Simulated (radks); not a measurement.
Values are calculated unless marked as measured or tabulated.
Species: Nd III. Configuration: [Xe] 4f1.5 5d1.5 6s1 (fractional occupations, a model configuration).

Level of theory: scalar-relativistic Kohn-Sham, LDA (Slater exchange, Perdew-Wang correlation), spin-polarised, spherical densities, point nucleus; open shells are filled with parallel spins first (spin-orbit coupling, left out, can overturn this in heavy ions) (a radial shooting solver on a logarithmic mesh with Libxc functionals).

Energy parts (hartree):
| part | energy |
|---|---|
| total | -9615.8323 |
| kinetic | 10232.8200 |
| electron-nucleus | -23291.3090 |
| Hartree | 3656.4919 |
| exchange-correlation | -213.8352 |

Orbitals (lengths in bohr, moments of r in powers of bohr; <r^-3> diverges for s and p1/2; r(90%) holds 90 % of the orbital's charge):
orbital,occ.,eigenvalue (hartree),<r^-3>,r(90%),<r^4>
1s up,1,-1594.704,-,0.0427,1.530e-06
1s down,1,-1594.703,-,0.0427,1.530e-06
2s up,1,-259.0735,-,0.156,0.0002494
2s down,1,-259.0699,-,0.156,0.0002494
2p up,3,-231.8315,9007,0.145,0.0001835
2p down,3,-231.8286,9007,0.145,0.0001835
3s up,1,-57.31734,-,0.391,0.009982
3s down,1,-57.29508,-,0.391,0.009972
3p up,3,-48.72651,1831,0.397,0.01042
3p down,3,-48.70435,1832,0.396,0.01041
3d up,5,-36.77128,250.0,0.378,0.008517
3d down,5,-36.75287,250.2,0.378,0.008501
4s up,1,-12.45368,-,0.868,0.2463
4s down,1,-12.40010,-,0.868,0.2463
4p up,3,-9.61865,408.4,0.928,0.3196
4p down,3,-9.56534,408.3,0.928,0.3196
4d up,5,-5.58158,46.66,1.04,0.5042
4d down,5,-5.52843,46.63,1.04,0.5045
5s up,1,-2.41526,-,2.00,6.968
5s down,1,-2.36557,-,2.00,6.941
5p up,3,-1.66395,66.97,2.31,12.33
5p down,3,-1.61353,67.14,2.30,12.22
4f up,1.5,-1.24496,6.316,1.47,2.202
4f down,0,-1.19151,6.315,1.47,2.202
5d up,1.5,-0.73419,4.562,3.32,51.57
5d down,0,-0.67998,4.604,3.33,52.70
6s up,1,-0.63136,-,4.67,206.7
6s down,0,-0.57885,-,4.81,230.1

The highest occupied level is 6s up at -17.180 eV. The configuration is held as typed, so some empty levels lie below it. Summed over all electrons, <r^2> = 54.19 bohr^2, which gives a Langevin (diamagnetic) susceptibility term of -42.9 x 10^-6 cm^3/mol.
